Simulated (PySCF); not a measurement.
Members of one series of related molecules.

All values: CAM-B3LYP/def2-SVPD (PySCF) at GFN2-xTB geometries, gas phase, one conformer each. Core orbitals are frozen in the response; Δα² is half the sum of the squared differences of the principal polarisabilities.

Question: Rank by HOMO–LUMO gap, highest first.
A. `C=CC[Si@H](F)S[SiH2]F`
B. `CC#C[Si@@H](F)S[SiH2]F`
C. `F[SiH2]S[Si@H](F)C(F)F`
D. `F[SiH2]S[Si@H](F)C1CC1`

Answer: D (9.58 eV), C (9.38 eV), A (9.16 eV), B (9.04 eV).

Question: Rank by HOMO energy, highest first.
A. `CC[Si@H](F)S[SiH2]F`
B. `C(=C)C[Si@H](F)S[SiH2]F`
C. `F[SiH2]S[SiH2]F`

Answer: B (-8.85 eV), A (-9.15 eV), C (-9.40 eV).

All values together:

| SMILES | change | formula | μ (D) | HOMO (eV) | LUMO (eV) | α (Å³) | Δα (Å³) | electrons | α per electron (Å³) |
| --- | --- | --- | --- | --- | --- | --- | --- | --- | --- |
| F[SiH2]S[SiH2]F | parent | F2H4SSi2 | 0.55 | -9.40 | 0.16 | 10.42 | 3.47 | 66 | 0.158 |
| F[SiH2]S[Si@H](F)C1CC1 | H on Si replaced by cPr | C3H8F2SSi2 | 1.64 | -9.16 | 0.42 | 15.25 | 6.64 | 88 | 0.173 |
| C#C[Si@H](F)S[SiH2]F | H on Si replaced by ethynyl | C2H4F2SSi2 | 0.66 | -9.30 | -0.09 | 13.27 | 3.88 | 78 | 0.170 |
| CC[Si@H](F)S[SiH2]F | H on Si replaced by C2H5 | C2H8F2SSi2 | 1.54 | -9.15 | 0.47 | 14.06 | 5.99 | 82 | 0.172 |
| C[Si@@H](F)S[SiH2]F | H on Si replaced by CH3 | CH6F2SSi2 | 1.42 | -9.19 | 0.44 | 12.25 | 4.74 | 74 | 0.166 |
| C=CC[Si@H](F)S[SiH2]F | H on Si replaced by allyl | C3H8F2SSi2 | 1.21 | -8.85 | 0.31 | 15.82 | 7.27 | 88 | 0.180 |
| F[SiH2]S[Si@H](F)S[SiH3] | H on Si replaced by SSiH3 | F2H6S2Si3 | 1.92 | -9.10 | -0.02 | 17.03 | 3.45 | 98 | 0.174 |
| F[SiH2]S[Si@H](F)C(F)F | H on Si replaced by CHF2 | CH4F4SSi2 | 2.12 | -9.43 | -0.05 | 12.22 | 3.32 | 90 | 0.136 |
| CC#C[Si@@H](F)S[SiH2]F | H on Si replaced by propynyl | C3H6F2SSi2 | 3.85 | -8.95 | 0.09 | 15.44 | 5.91 | 86 | 0.180 |

Conformers: `[F:1][SiH2:2][S:3][SiH2:4][F:5]` with F1–Si2–S3–Si4 -59°, Si2–S3–Si4–F5 -59°; `[F:1][SiH2:2][S:3][Si@H:4]([F:5])[CH:6]1[CH2:7][CH2:8]1` with F1–Si2–S3–Si4 -51°, Si2–S3–Si4–F5 -52°, S3–Si4–C6–C7 -151°; `[CH:1]#[C:2][Si@H:3]([F:4])[S:5][SiH2:6][F:7]` with C2–Si3–S5–Si6 66°, Si3–S5–Si6–F7 -59°; `[CH3:1][CH2:2][Si@H:3]([F:4])[S:5][SiH2:6][F:7]` with C1–C2–Si3–F4 -60°, C2–Si3–S5–Si6 169°, Si3–S5–Si6–F7 52°; `[CH3:1][Si@@H:2]([F:3])[S:4][SiH2:5][F:6]` with C1–Si2–S4–Si5 -169°, Si2–S4–Si5–F6 -52°; `[CH2:1]=[CH:2][CH2:3][Si@H:4]([F:5])[S:6][SiH2:7][F:8]` with C1–C2–C3–Si4 107°, C2–C3–Si4–F5 -176°, C3–Si4–S6–Si7 168°, Si4–S6–Si7–F8 51°; `[F:1][SiH2:2][S:3][Si@H:4]([F:5])[S:6][SiH3:7]` with F1–Si2–S3–Si4 175°, Si2–S3–Si4–F5 171°, S3–Si4–S6–Si7 65°; `[F:1][SiH2:2][S:3][Si@H:4]([F:5])[CH:6]([F:7])[F:8]` with F1–Si2–S3–Si4 38°, Si2–S3–Si4–F5 176°, S3–Si4–C6–F7 -41°; `[CH3:1][C:2]#[C:3][Si@@H:4]([F:5])[S:6][SiH2:7][F:8]` with C3–Si4–S6–Si7 -71°, Si4–S6–Si7–F8 174°.

Question: Give the shifts from the parent, `F[SiH2]S[SiH2]F`.

Answer: 
```
                  SMILES  change in μ (D)  change in HOMO (eV)  change in LUMO (eV)  change in mean α (Å³)
  F[SiH2]S[Si@H](F)C1CC1            +1.09                +0.24                +0.26                  +4.83
    C#C[Si@H](F)S[SiH2]F            +0.11                +0.10                -0.25                  +2.85
     CC[Si@H](F)S[SiH2]F            +0.99                +0.25                +0.31                  +3.64
     C[Si@@H](F)S[SiH2]F            +0.87                +0.21                +0.28                  +1.83
   C=CC[Si@H](F)S[SiH2]F            +0.66                +0.55                +0.15                  +5.40
F[SiH2]S[Si@H](F)S[SiH3]            +1.37                +0.30                -0.18                  +6.61
  F[SiH2]S[Si@H](F)C(F)F            +1.57                -0.03                -0.21                  +1.80
  CC#C[Si@@H](F)S[SiH2]F            +3.30                +0.45                -0.07                  +5.02
```

Question: How closely does the mean polarisability follow the number of electrons in this set?

Answer: The correlation coefficient is 0.82; α per electron runs from 0.136 to 0.180 Å³.
